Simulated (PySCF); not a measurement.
Ga(Me)3 (C3H9Ga), SMILES [CH3][Ga]([CH3])[CH3].

Coordinates come from a PBE-D3(BJ)/def2-SVP optimisation. The isomer is the one that the SMILES or the coordinates give; other isomers of the formula were not compared.

Calculation: PySCF with PBE-D3(BJ)/def2-SVP.

Frequencies are harmonic and unscaled.

A small imaginary wavenumber (i) marks a very flat motion, where grid noise or a shallow saddle decides the sign.

```tsv
mode	ν (cm⁻¹)	IR (km/mol)	moving atoms (share of kinetic energy)
1	5i	0.0	H 97 %
2	6	0.0	H 97 %
3	35	0.4	H 97 %
4	143	2.8	C 52 %, H 35 %, Ga 14 %
5	143	2.8	C 51 %, H 35 %, Ga 14 %
6	147	1.4	H 35 %, Ga 32 %, C 32 %
7	502	0.0	C 78 %, H 22 %
8	558	46.6	C 58 %, Ga 23 %, H 19 %
9	558	46.7	C 58 %, Ga 23 %, H 19 %
10	580	0.0	H 86 %, C 14 %
11	580	0.0	H 86 %, C 14 %
12	628	0.0	H 85 %, C 15 %
13	709	62.2	H 73 %, C 22 %
14	739	74.4	H 75 %, C 22 %
15	739	74.4	H 75 %, C 22 %
16	1161	14.7	H 80 %, C 20 %
17	1161	14.7	H 80 %, C 20 %
18	1165	0.0	H 83 %, C 17 %
19	1375	1.1	H 96 %
20	1375	1.1	H 96 %
21	1378	0.0	H 95 %
22	1380	0.0	H 95 %
23	1380	0.0	H 95 %
24	1383	6.2	H 96 %
25	2965	8.2	H 97 %
26	2965	8.2	H 97 %
27	2966	0.0	H 97 %
28	3054	1.7	H 91 %, C 9 %
29	3054	0.1	H 91 %, C 9 %
30	3054	18.7	H 91 %, C 9 %
31	3082	12.9	H 91 %, C 9 %
32	3082	13.0	H 91 %, C 9 %
33	3082	4.1	H 91 %, C 9 %
```
